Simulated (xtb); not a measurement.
xtb input:

```bash
xtb mol.xyz --gfn 2 --sp --chrg 0 --uhf 0
```
mol.xyz:
```
12

N      2.22155712     0.91867855    -0.00107614
Si     1.09844646    -0.35755396    -0.23165566
N     -0.38694259     0.01131538     0.56484415
Si    -2.01289111    -0.12396072    -0.00832193
H      2.04934507     1.85380526    -0.33411920
H      3.20586502     0.72767890     0.09221136
H      1.79701423    -1.54967349     0.30869653
H      0.69329111    -0.63023716    -1.63279987
H     -0.28876240     0.28671781     1.53408582
H     -1.99488311    -0.05044995    -1.48543773
H     -2.82553333     0.98689117     0.54537593
H     -2.67641339    -1.39348475     0.38529750
```

What final total energy does it print?

-13.44059 Eh (GFN2-xTB).
